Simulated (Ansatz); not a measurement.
## Telling isomers of CH7OSiTe+ apart by their spectra

These gas-phase data were calculated for one isomer of CH7OSiTe+ at PBE0-D3(BJ)/def2-SVP (harmonic, unscaled wavenumbers; equilibrium rotational constants with average atomic masses):

```
rotational constants            : 5.333, 1.347, 1.162 GHz
all wavenumbers above 1500 cm⁻¹ : 3815, 3716, 3184, 3168, 3061, 2302, 2150, 1582
```

Candidates:

(1) `C[Si@H](O)[TeH2+]`, a singlet
(2) `C[Si@H]([OH2+])[TeH]`, a singlet

Assign the data to one candidate and say why.

Candidate (2). 2 modes lie between 3300 and 4000 cm⁻¹, one for each O–H bond, while (1) has 1.

The same quantities for all candidates:

```
     rotational constants (GHz)                     wavenumbers above 1500 cm⁻¹  E above the lowest, PBE0-D3(BJ)/def2-SVP (kcal/mol)
(1)          5.406, 1.31, 1.137        3909, 3185, 3164, 3060, 2289, 2168, 2159                                                  2.0
(2)         5.333, 1.347, 1.162  3815, 3716, 3184, 3168, 3061, 2302, 2150, 1582                                                  0.0
```

Harmonic stretches to hydrogen usually lie a few per cent above observed fundamentals. Each candidate is one conformer. Atoms past krypton carry core potentials. Programs: Ansatz 0.2.0.
